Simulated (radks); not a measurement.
Isoelectronic series with 31 electrons, each ion in its NIST ground configuration. Method: Dirac Kohn-Sham, PBE, spin-unpolarised, spherical densities, finite nucleus; open shells fill j = l - 1/2 first; Fermi nuclear charge, rms radius of each element as measured or else 0.836 A^(1/3) + 0.57 fm; computed with a radial shooting solver on a logarithmic mesh with Libxc functionals. Total energies (hartree) and mean radii <r> (bohr) (* marks an orbital that is empty in some or all of the ions):

ion        configuration  E (hartree)  4p3/2*   4p1/2   4s1/2   3d5/2   3d3/2
Ga     [Ar] 3d10 4s2 4p1  -1944.01089   3.458   3.388   2.345  0.8133  0.8069
Kr5+   [Ar] 3d10 4s2 4p1  -2783.51303   1.551   1.529   1.396  0.5516  0.5479
Nb10+  [Ar] 3d10 4s2 4p1  -3789.52956   1.107   1.089   1.038  0.4280  0.4247
Pd15+  [Ar] 3d10 4s2 4p1  -4964.97112  0.8735  0.8569  0.8335  0.3521  0.3488
Sb20+  [Ar] 3d10 4s2 4p1  -6314.03734  0.7249  0.7085  0.6977  0.2998  0.2964
Ba25+  [Ar] 3d10 4s2 4p1   -7841.9467  0.6207  0.6039  0.5999  0.2613  0.2578
Pm30+  [Ar] 3d10 4s2 4p1   -9555.0112  0.5430  0.5257  0.5255  0.2317  0.2280
Dy35+  [Ar] 3d10 4s2 4p1  -11460.7316  0.4826  0.4646  0.4667  0.2082  0.2043
Lu40+  [Ar] 3d10 4s2 4p1  -13568.1902  0.4342  0.4153  0.4188  0.1890  0.1850
